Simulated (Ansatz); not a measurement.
A nudged elastic band was laid between two geometries of AlFH4N2 + H4Si (13 atoms, charge 0, multiplicity 1).

The calculation used Ansatz 0.2.0, RKS PBE0-D4/def2-SVP.

```yaml
movable_images: 7
climbing_image: yes
spring: 5.0 eV/Å²
optimiser: quadratic models (default)
start_path: through a guess of the saddle point
force_threshold: 0.05 eV/Å
iteration_limit: 60
end_points: relaxed
```

First end point:

```xyz
13
Properties=species:S:1:pos:R:3
Al 0.111 -0.305 -0.085
F -0.052 -1.267 1.269
N 1.651 -0.311 -0.947
H 2.488 -0.768 -0.605
H 1.831 0.114 -1.848
N -1.345 0.500 -0.713
H -2.270 0.368 -0.321
H -1.413 0.980 -1.603
Si -0.108 2.641 1.132
H 0.619 3.550 2.074
H 0.236 3.036 -0.261
H -1.566 2.714 1.410
H 0.409 1.262 1.438
```

Last end point:

```xyz
13
Properties=species:S:1:pos:R:3
Al -0.022 0.543 -0.336
F -0.002 -0.041 1.683
N 1.474 0.051 -1.162
H 1.650 -0.868 -1.551
H 2.288 0.642 -1.285
N -1.558 -0.268 -0.739
H -1.824 -0.503 -1.688
H -2.348 -0.402 -0.119
Si 0.161 2.783 0.706
H 0.254 2.434 2.207
H 1.406 3.590 0.496
H -1.008 3.720 0.673
H 0.121 0.832 2.056
```

Problem. What changes between the two ends?

Solution. Bonds broken: Si9–H13. Bonds formed: Al1–Si9, F2–H13. AlFH4N2 + H4Si becomes AlFH8N2Si.

Problem. What energy profile does the band end with?

Solution. The run converged. The highest image is number 4 of 0 to 8, 42.2 kcal/mol above the first end and 6.2 kcal/mol above the last; the last end lies 36.0 kcal/mol above the first. The profile has 2 maxima (images 4, 6) with wells between them (image 5): this band takes more than one step, which may be the mechanism or a detour left from its start path. Neighbouring images differ by up to 1.6 eV, so the band resolves the path poorly. A vibrational analysis at the climbing image gives 2 clearly imaginary modes (562i, 60i cm⁻¹): a point of higher order. A lower path may pass nearby, or the ends, which weren't checked, may share the extra mode. The orbitals stay closed-shell, which can raise the energy where a bond breaks towards radicals; this wasn't checked here.

```
image  path coordinate (Å)  energy (kcal/mol)  Si9–H13 (Å)  Al1–Si9 (Å)  F2–H13 (Å)
    0                 0.00                0.0         1.50         3.19        2.58
    1                 1.21                1.7         1.50         3.20        2.64
    2                 2.42                4.9         1.51         3.22        2.48
    3                 3.64                5.6         1.50         3.26        2.16
    4                 4.86               42.2         2.00         2.63        1.08
    5                 6.24               36.0         2.37         2.48        0.96
    6                 7.63               37.0         2.40         2.47        0.96
    7                 9.03               36.4         2.44         2.47        0.95
    8                10.42               36.0         2.37         2.48        0.96
```

Problem. What is the geometry of the highest image?

Solution. 
```xyz
13
Properties=species:S:1:pos:R:3
Al -0.025 0.314 -0.165
F -0.092 -0.307 1.639
N 1.511 0.098 -1.017
H 1.707 -0.649 -1.674
H 2.323 0.695 -0.916
N -1.584 -0.164 -0.857
H -2.422 -0.375 -0.327
H -1.808 -0.090 -1.843
Si 0.181 2.646 1.037
H 0.743 2.952 2.397
H 1.147 3.244 0.055
H -1.115 3.386 0.923
H 0.025 0.766 1.688
```

The band took 21 iterations and of the order of 19 core-minutes.

Run time: 5.1 min on 4 threads of Arm Neoverse V1, with other jobs on the host, peak memory 0.29 GiB.
